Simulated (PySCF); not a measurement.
Calculation: ωB97X-D3(BJ)/def2-TZVP // PBE0-D3(BJ)/def2-SVP run with PySCF. Gas-phase values, no solvent. Delta-SCF ions had no search for a lower state. Excitations are Tamm–Dancoff values on a coarser integration grid. The basis has no diffuse functions, so Rydberg states are missing or too high.

Reference species (SMILES): `c1c([SiH3])cc2-c1ccccc2` (neutral, multiplicity 1).

| Quantity | Value |
|---|---|
| HOMO | -7.75 eV |
| vertical electron affinity (Delta-SCF) | 0.91 eV |
| HOMO–LUMO gap | 7.21 eV |
| S1 excitation (TDA) | 2.49 eV |

Changed species: `c12-c(ccc(cc1)[SiH3])ccc2`.

Q: Predict the effect on the HOMO, vertical electron affinity (Delta-SCF), HOMO–LUMO gap and S1 excitation (TDA).

A: the HOMO hardly moves; the vertical electron affinity (Delta-SCF) hardly moves; the HOMO–LUMO gap decreases by 0.03 eV, to 7.18 eV; the S1 excitation (TDA) hardly moves.
